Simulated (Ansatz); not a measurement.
Cost and result for the atomization energy of `F[SiH](S)[O][GeH3]` (10 atoms, 9 bonds).

Cartesian coordinates in Å:
```
F 1.629 0.332 1.154
Si 0.537 1.169 0.337
S -0.545 2.459 1.619
O -0.450 0.115 -0.380
Ge -0.310 -1.572 -0.952
H 1.278 2.017 -0.617
H -1.276 1.458 2.140
H -1.486 -1.758 -1.916
H -0.421 -2.489 0.273
H 1.044 -1.732 -1.658
```

The species carries charge 0 and has multiplicity 1. Correlated methods include outer-core shells of Ge, which these sets cover unevenly. Scalar relativity is left out up to krypton. All single points use the PBE0-D4/def2-TZVP geometry. It is one conformer, not always the lowest. Program: Ansatz. All runs use 4 threads of an Arm Neoverse V2 on a shared host. Times are those of one run each, without the atoms' runs, and a repeat can differ threefold. Electronic energies, without spin–orbit coupling; frozen cores. CCSD(T)/CBS adds CCSD(T) − MP2 in def2-TZVPP to the MP2 limit, and its time is that of the two runs behind it. T1 = 0.012. With those shells the extrapolation isn't a true limit.

CCSD(T)/CBS is a level of theory with its own doubt, some kJ/mol a heavy atom from the limit and from the frozen cores, so smaller differences don't rank the functionals.

```
                             level  functions  wall time  atomization (kJ/mol)  difference from CCSD(T)/CBS  per bond
            LDA (SPW92)/def2-TZVPP        264      1.7 s                3811.1                        433.4      48.2
                BLYP-D4/def2-TZVPP        264      2.7 s                3310.5                        -67.2      -7.5
   PBE-D4/def2-TZVPP (with forces)        264      3.3 s                3347.8                        -29.9      -3.3
                PBE0-D4/def2-TZVPP        264      4.5 s                3298.2                        -79.5      -8.8
r2SCAN-D4/def2-TZVPP (with forces)        264        7 s                3361.2                        -16.5      -1.8
               PBE-QIDH/def2-TZVPP        264        8 s                3310.1                        -67.6      -7.5
                  CCSD(T)/def2-SVP        121       11 s                3081.6                       -296.1     -32.9
                ωB97X-V/def2-TZVPP        264       11 s                3380.4                          2.7       0.3
                 B97M-V/def2-TZVPP        264       13 s                3388.8                         11.1       1.2
  ωB97M-V/def2-TZVPP (with forces)        264       16 s                3356.5                        -21.2      -2.4
                    MP2/def2-QZVPP        493       31 s                3395.7                         18.0       2.0
                CCSD(T)/def2-TZVPP        264    5.3 min                3283.7                        -94.0     -10.5
                 CCSD(T)/CBS(def2)          –    5.8 min                3377.7                          0.0       0.0
```

Leaving LDA and LC-ωPBE aside and taking each functional with its dispersion term where it has one, the values, not all of them listed here, spread over 143.5 kJ/mol, from BHLYP-D4 to B97M-V. LDA lies +488.1 kJ/mol from PBE without D4, its usual overbinding. In def2-TZVPP, CCSD(T) changes the Hartree–Fock value by +846.0 kJ/mol (the triples alone add +48.5 kJ/mol) and MP2 by +901.0 kJ/mol; breaking electron pairs costs correlation energy, which Hartree–Fock lacks. The D4 term adds +40.1 kJ/mol with B3LYP and +21.1 kJ/mol with PBE0; it sums over pairs of atoms, weighted by their polarisabilities, and B3LYP, whose exchange is more repulsive, gets the larger term.

B3LYP here is the variant with VWN-RPA as its local correlation; programs differ in this.

For some Ge, Se and Sn compounds the MP2-based and the directly extrapolated limit differ by 10 to 25 kJ/mol.
